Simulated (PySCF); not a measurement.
ZrF₃Cl, SMILES [F][Zr]([Cl])([F])[F], multiplicity 1. The structure is a stationary point at r2SCAN-D4/def2-SVP. The multiplicity is an assumed one; other spin states were not compared. The def2 effective core potentials stand for the cores of Zr; spin–orbit coupling is left out.

Q: Give the equilibrium geometry at r2SCAN-D4/def2-SVP (PySCF confirms it by a frequency run) as a Z-matrix, and its point group. (The exact figures need the calculation; the answer reports its results.)

A: point group C3v.
```
Zr
F 1 1.8946
F 1 1.8946 2 108.83
F 1 1.8946 2 108.83 3 -118.47
Cl 1 2.3508 2 110.10 3 120.77
```
